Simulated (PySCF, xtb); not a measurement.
C2H7ClOSi, SMILES C[C@@H](O)[SiH2]Cl. Atoms are numbered in the order given.

```xyz
12

C     -2.3410    -0.6259     0.7231
C     -1.2193     0.1513     0.0293
O     -1.1300     1.5062     0.4782
Si     0.4805    -0.7086     0.2204
Cl     1.9187     0.2488    -0.9419
H     -2.1301    -0.7667     1.8058
H     -2.4819    -1.6315     0.2762
H     -3.2959    -0.0677     0.6369
H     -1.4407     0.2179    -1.0586
H     -0.9314     1.4799     1.4339
H      0.4483    -2.1608    -0.1725
H      0.8879    -0.5827     1.6652
```

The structure is a stationary point at PBE-D3(BJ)/def2-SVP. The structure was generated by enumeration; whether it is a known compound was not checked. Other conformers were not sampled.

Method: IEF-PCM-B3LYP/def2-SVP run with PySCF.

The values are the electrostatic part of the solvation free energy, E(continuum) − E(gas) at the gas-phase geometry, in a cavity of scaled van der Waals radii (PySCF's table); cavitation and dispersion terms are not included. In vacuum the orbital gap is 7.46 eV. The dipole moment in vacuum is 2.55 D.

Task: Estimate the values in water (ε = 78.36), acetone (ε = 20.49), toluene (ε = 2.37). (The exact figures need the calculation; the answer reports its results.)

Result: 
```json
[
 {"solvent": "water", "ε": "78.36", "ΔG(elec) (kcal/mol)": "-5.3", "dipole (D)": "3.30", "gap (eV)": "7.53"},
 {"solvent": "acetone", "ε": "20.49", "ΔG(elec) (kcal/mol)": "-4.9", "dipole (D)": "3.26", "gap (eV)": "7.52"},
 {"solvent": "toluene", "ε": "2.37", "ΔG(elec) (kcal/mol)": "-2.4", "dipole (D)": "2.88", "gap (eV)": "7.49"}
]
```

For comparison, GFN2-xTB/ALPB(water) (xtb, at the GFN2-xTB geometry, all terms of that model) gives -4.3 kcal/mol.
